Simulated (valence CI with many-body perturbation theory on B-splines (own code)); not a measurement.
## E1 line list for K6+

Level of theory: valence CI with perturbative core correlation (CI+MBPT): three valence electrons over a frozen Dirac-Fock core [Ne], radial functions for each j: 11 s, 11 p, 9 d, 7 f, 5 g, 2 h, 1 i, with the one-electron correlation potential Σ1 (screened to all orders), the two-electron term Σ2, the three-electron term Σ3, Breit, model QED; selected single and double excitations, second order for the rest, scaled by the run's own slope (own B-spline code, finite nucleus).

Set against measurement, 57 paired levels are off by 92 cm⁻¹ on average, the worst by 206. These come from a selection out of Sansonetti, J. Phys. Chem. Ref. Data 37, 7 (2008). Levels without a partner in it may be off by more.

Lines 101 to 150 of 270 in falling wavelength, among levels below 71.101 eV, chosen from the strongest by gf and those to the six lowest levels. Wavelengths and rates use the calculated energies, so an error of 90 cm⁻¹ moves a line at 52.52 nm by 0.047 % and its rate by three times that or more. Electric multipoles are in the length gauge, E1 and E2 with the static RPA response of the core. Weak lines are less certain than strong ones. Lines between different terms over intervals too small for the method are left out, as are lines whose strength nearly cancels. Where a level lies close to another of its J and parity, the split of strength between their lines is uncertain. The highest levels of a list are the least certain.

Names give the largest LS component (configuration and term), which can be under half, so a name can repeat, a term be missing and a line seem to break the LS rules; names also repeat where a configuration has a term twice. Letters in brackets count levels of one name in rising energy.

| λ vac (nm) | λ from measured levels | Upper | Lower | A (s⁻¹) | S (a.u.) with core polarisation | S without |
| --- | --- | --- | --- | --- | --- | --- |
| 52.52 | 52.56 | 3p3 4S°_3/2 | 3s 3p2 4P_5/2 | 7.15e+09 | 2.05e+00 | 2.14e+00 |
| 52.04 | 52.08 | 3p3 4S°_3/2 | 3s 3p2 4P_3/2 | 4.91e+09 | 1.36e+00 | 1.43e+00 |
| 51.95 |  | 3p2 3d 2P_1/2 [b] | 3s 3p 3d 2D°_3/2 [a] | 1.59e+09 | 2.20e-01 | 2.28e-01 |
| 51.79 |  | 3p2 3d 2P_3/2 [b] | 3s 3p 3d 2D°_5/2 [a] | 1.62e+09 | 4.44e-01 | 4.61e-01 |
| 51.75 | 51.79 | 3s 3p2 2S_1/2 | 3s2 3p 2P°_1/2 | 3.08e+09 | 4.21e-01 | 4.39e-01 |
| 51.73 | 51.78 | 3p3 4S°_3/2 | 3s 3p2 4P_1/2 | 2.50e+09 | 6.84e-01 | 7.16e-01 |
| 51.42 | 51.43 | 3s2 4d 2D_3/2 | 3s 3p 3d 2D°_3/2 [a] | 7.83e+08 | 2.10e-01 | 2.19e-01 |
| 51.01 | 51.03 | 3s 3p 3d 2P°_3/2 [b] | 3s2 3d 2D_5/2 | 1.14e+10 | 2.99e+00 | 3.12e+00 |
| 51.00 | 51.02 | 3s 3p 3d 2P°_1/2 [b] | 3s2 3d 2D_3/2 | 1.18e+10 | 1.55e+00 | 1.61e+00 |
| 50.80 | 50.81 | 3p2 3d 2D_3/2 [b] | 3s 3p 3d 2D°_3/2 [a] | 1.59e+09 | 4.11e-01 | 4.28e-01 |
| 49.89 | 49.92 | 3s 3p 3d 2D°_3/2 [b] | 3s2 3d 2D_3/2 | 7.95e+09 | 1.95e+00 | 2.03e+00 |
| 49.81 | 49.84 | 3s 3p 3d 2D°_5/2 [b] | 3s2 3d 2D_5/2 | 7.63e+09 | 2.79e+00 | 2.92e+00 |
| 49.13 | 49.17 | 3s 3p2 2P_1/2 | 3s2 3p 2P°_3/2 | 6.54e+09 | 7.66e-01 | 8.00e-01 |
| 49.13 |  | 3p2 3d 2F_5/2 | 3p3 2D°_3/2 | 1.09e+09 | 3.84e-01 | 4.00e-01 |
| 48.90 |  | 3p2 3d 2F_7/2 | 3p3 2D°_5/2 | 1.28e+09 | 5.92e-01 | 6.16e-01 |
| 48.67 | 48.71 | 3s 3p2 2P_3/2 | 3s2 3p 2P°_3/2 | 1.38e+10 | 3.13e+00 | 3.27e+00 |
| 48.38 | 48.43 | 3s 3p2 2P_1/2 | 3s2 3p 2P°_1/2 | 9.81e+09 | 1.10e+00 | 1.15e+00 |
| 47.93 | 47.98 | 3s 3p2 2P_3/2 | 3s2 3p 2P°_1/2 | 2.91e+09 | 6.32e-01 | 6.60e-01 |
| 47.61 | 47.57 | 3p2 3d 2D_5/2 | 3p3 2P°_3/2 | 2.41e+09 | 7.72e-01 | 8.03e-01 |
| 47.50 | 47.46 | 3p2 3d 2D_3/2 [a] | 3p3 2P°_1/2 | 2.03e+09 | 4.30e-01 | 4.47e-01 |
| 47.46 | 47.43 | 3s 3p 3d 4P°_5/2 | 3s 3p2 2D_3/2 | 2.13e+06 | 6.73e-04 | 7.03e-04 |
| 47.27 | 47.24 | 3s 3p 3d 4P°_3/2 | 3s 3p2 2D_3/2 | 1.90e+07 | 3.97e-03 | 4.13e-03 |
| 47.12 | 47.08 | 3s 3p 3d 4P°_1/2 | 3s 3p2 2D_3/2 | 1.04e+06 | 1.07e-04 | 1.12e-04 |
| 46.75 | 46.72 | 3s 3p 3d 4D°_1/2 | 3s 3p2 2D_3/2 | 1.04e+06 | 1.05e-04 | 1.08e-04 |
| 46.66 | 46.63 | 3s 3p 3d 4D°_3/2 | 3s 3p2 2D_3/2 | 7.40e+06 | 1.48e-03 | 1.54e-03 |
| 46.59 | 46.56 | 3s 3p 3d 4D°_5/2 | 3s 3p2 2D_3/2 | 4.16e+05 | 1.25e-04 | 1.30e-04 |
| 46.24 |  | 3s 3p 3d 4F°_3/2 | 3s 3p2 4P_5/2 | 1.82e+05 | 3.55e-05 | 3.66e-05 |
| 46.10 | 46.07 | 3s 3p 3d 4F°_5/2 | 3s 3p2 4P_5/2 | 3.25e+06 | 9.42e-04 | 9.74e-04 |
| 45.90 | 45.88 | 3s 3p 3d 4F°_7/2 | 3s 3p2 4P_5/2 | 1.16e+07 | 4.41e-03 | 4.56e-03 |
| 45.90 | 45.94 | 3p3 2P°_3/2 | 3s 3p2 4P_5/2 | 1.40e+07 | 2.68e-03 | 2.81e-03 |
| 45.87 |  | 3s 3p 3d 4F°_3/2 | 3s 3p2 4P_3/2 | 3.07e+06 | 5.86e-04 | 6.06e-04 |
| 45.73 | 45.70 | 3s 3p 3d 4F°_5/2 | 3s 3p2 4P_3/2 | 7.25e+06 | 2.05e-03 | 2.12e-03 |
| 45.65 | 45.62 | 3p2 3d 2P_3/2 [a] | 3p3 2D°_5/2 | 7.24e+09 | 1.36e+00 | 1.41e+00 |
| 45.63 |  | 3s 3p 3d 4F°_3/2 | 3s 3p2 4P_1/2 | 1.86e+06 | 3.49e-04 | 3.60e-04 |
| 45.59 | 45.56 | 3p2 3d 2P_3/2 [a] | 3p3 2D°_3/2 | 1.05e+09 | 1.96e-01 | 2.04e-01 |
| 45.55 | 45.58 | 3p3 2P°_1/2 | 3s 3p2 4P_3/2 | 1.08e+06 | 1.01e-04 | 1.05e-04 |
| 45.54 | 45.57 | 3p3 2P°_3/2 | 3s 3p2 4P_3/2 | 2.39e+07 | 4.46e-03 | 4.67e-03 |
| 45.31 | 45.34 | 3p3 2P°_1/2 | 3s 3p2 4P_1/2 | 6.65e+05 | 6.11e-05 | 6.38e-05 |
| 45.30 | 45.34 | 3p3 2P°_3/2 | 3s 3p2 4P_1/2 | 9.06e+06 | 1.66e-03 | 1.74e-03 |
| 45.25 |  | 3p2 3d 2P_1/2 [a] | 3p3 2D°_3/2 | 6.02e+09 | 5.51e-01 | 5.73e-01 |
| 45.07 | 45.06 | 3s 3p 3d 2P°_3/2 [a] | 3s 3p2 2P_3/2 | 5.06e+09 | 9.13e-01 | 9.49e-01 |
| 44.88 | 44.87 | 3s 3p 3d 2P°_1/2 [a] | 3s 3p2 2P_3/2 | 1.95e+09 | 1.74e-01 | 1.81e-01 |
| 44.77 |  | 3p2 3d 4D_1/2 | 3p3 2D°_3/2 | 2.65e+09 | 2.35e-01 | 2.44e-01 |
| 44.60 | 44.60 | 3s 3p 3d 2D°_5/2 [a] | 3s 3p2 2D_5/2 | 1.44e+10 | 3.79e+00 | 3.95e+00 |
| 44.59 | 44.60 | 3s 3p 3d 2D°_3/2 [a] | 3s 3p2 2D_5/2 | 1.46e+09 | 2.56e-01 | 2.66e-01 |
| 44.57 | 44.57 | 3s 3p 3d 2D°_5/2 [a] | 3s 3p2 2D_3/2 | 1.21e+09 | 3.16e-01 | 3.29e-01 |
| 44.56 | 44.56 | 3s 3p 3d 2D°_3/2 [a] | 3s 3p2 2D_3/2 | 1.42e+10 | 2.47e+00 | 2.58e+00 |
| 44.49 | 44.49 | 3s 3p 3d 2P°_1/2 [a] | 3s 3p2 2P_1/2 | 6.13e+09 | 5.33e-01 | 5.53e-01 |
| 42.88 |  | 3p2 3d 2P_1/2 [b] | 3p3 2P°_3/2 | 3.16e+09 | 2.46e-01 | 2.55e-01 |
| 42.87 |  | 3p2 3d 2P_1/2 [b] | 3p3 2P°_1/2 | 1.27e+10 | 9.91e-01 | 1.03e+00 |
